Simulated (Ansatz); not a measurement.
Ansatz (a program for electronic structure) input (B3LYP-D3(BJ)/def2-TZVP):

Ansatz 0.2 input:
```yaml
crystal:
  periodic: [false, false, false]
  atoms:
    - {symbol: Cu, position_ang: [-0.00000000, -0.00000000, -1.14569503]}
    - {symbol: Cu, position_ang: [0.00000000, 0.00000000, 1.14569503]}
basis:
  gaussian:
    orbitals: def2-TZVP
hamiltonian:
  xc: b3lyp
  dispersion: d3bj
phonons: {temperatures: {t_min: 298.15, t_max: 298.15, t_step: 100}}
```

Output:

```
Functional definition: B3LYP
integrals: 0.04 GiB planned
974 factors; integrals over basis functions are off by at most 2.4e-4 eV
mean field: 0.37 GiB planned
mean field evaluation 1: about -89278.0727 eV, gradient 8.5e1 eV
mean field evaluation 2: about -89007.6947 eV, gradient 5.5e2 eV
mean field evaluation 4: about -89284.5084 eV, gradient 1.1e1 eV
mean field evaluation 8: about -89284.6541 eV, gradient 2.6e-1 eV
mean field evaluation 16: about -89284.6544 eV, gradient 8.0e-5 eV
mean field -89284.65438308 eV, -3281.1505292659 hartree, gradient 3.8e-5 eV, S^2 0.000000; 0 other end points of the search recorded, 0 dependent functions left out
the calculation of the forces begins
reference -89284.65457122 eV, -3281.1505361799 hartree; 29, 29 occupied and 61, 61 virtual orbitals, 974 factors
these checks for a lower state are left out or cut short: stability, starts, cluster_reference, orbital_swaps, neighbouring_geometries, increment
integrals: 0.04 GiB planned
974 factors; integrals over basis functions are off by at most 2.4e-4 eV
mean field: 0.37 GiB planned
mean field -89284.65438308 eV, -3281.1505292658 hartree, gradient 1.6e-7 eV, S^2 0.000000; 0 other end points of the search recorded, 0 dependent functions left out
the calculation of the forces begins
reference -89284.65457122 eV, -3281.1505361798 hartree; 29, 29 occupied and 61, 61 virtual orbitals, 974 factors
these checks for a lower state are left out or cut short: stability, starts, cluster_reference, orbital_swaps, neighbouring_geometries, increment
integrals: 0.04 GiB planned
974 factors; integrals over basis functions are off by at most 2.4e-4 eV
mean field: 0.37 GiB planned
mean field evaluation 32: about -89284.6544 eV, gradient 1.6e-7 eV
mean field -89284.65438308 eV, -3281.1505292658 hartree, gradient 1.6e-7 eV, S^2 0.000000; 0 other end points of the search recorded, 0 dependent functions left out
the calculation of the forces begins
reference -89284.65457122 eV, -3281.1505361798 hartree; 29, 29 occupied and 61, 61 virtual orbitals, 974 factors
these checks for a lower state are left out or cut short: stability, starts, cluster_reference, orbital_swaps, neighbouring_geometries, increment
integrals: 0.04 GiB planned
974 factors; integrals over basis functions are off by at most 2.4e-4 eV
mean field: 0.37 GiB planned
mean field -89284.65438308 eV, -3281.1505292658 hartree, gradient 1.6e-7 eV, S^2 0.000000; 0 other end points of the search recorded, 0 dependent functions left out
the calculation of the forces begins
reference -89284.65457122 eV, -3281.1505361798 hartree; 29, 29 occupied and 61, 61 virtual orbitals, 974 factors
these checks for a lower state are left out or cut short: stability, starts, cluster_reference, orbital_swaps, neighbouring_geometries, increment
integrals: 0.04 GiB planned
974 factors; integrals over basis functions are off by at most 2.4e-4 eV
mean field: 0.37 GiB planned
mean field -89284.65438308 eV, -3281.1505292658 hartree, gradient 1.6e-7 eV, S^2 0.000000; 0 other end points of the search recorded, 0 dependent functions left out
the calculation of the forces begins
reference -89284.65457122 eV, -3281.1505361798 hartree; 29, 29 occupied and 61, 61 virtual orbitals, 974 factors
these checks for a lower state are left out or cut short: stability, starts, cluster_reference, orbital_swaps, neighbouring_geometries, increment
integrals: 0.04 GiB planned
974 factors; integrals over basis functions are off by at most 2.4e-4 eV
mean field: 0.37 GiB planned
mean field -89284.65436637 eV, -3281.1505286519 hartree, gradient 7.7e-7 eV, S^2 0.000000; 0 other end points of the search recorded, 0 dependent functions left out
the calculation of the forces begins
reference -89284.65455449 eV, -3281.1505355651 hartree; 29, 29 occupied and 61, 61 virtual orbitals, 974 factors
these checks for a lower state are left out or cut short: stability, starts, cluster_reference, orbital_swaps, neighbouring_geometries, increment
integrals: 0.04 GiB planned
974 factors; integrals over basis functions are off by at most 2.4e-4 eV
mean field: 0.37 GiB planned
mean field -89284.65435674 eV, -3281.1505282978 hartree, gradient 8.1e-7 eV, S^2 0.000000; 0 other end points of the search recorded, 0 dependent functions left out
the calculation of the forces begins
reference -89284.65454490 eV, -3281.1505352125 hartree; 29, 29 occupied and 61, 61 virtual orbitals, 974 factors
Total energy: -89284.71804137 eV, -3281.1528686647 hartree
Atom 0 at    -0.000000    -0.000000    -1.145695 Å, force     0.000000     0.000000     0.000062 eV/Å
Atom 1 at     0.000000     0.000000     1.145695 Å, force    -0.000000     0.000000    -0.000062 eV/Å
Dipole moment:     0.000000     0.000000    -0.000000 e Å
Vibrations: 242.91 cm⁻¹, zero-point energy 0.015058 eV
```
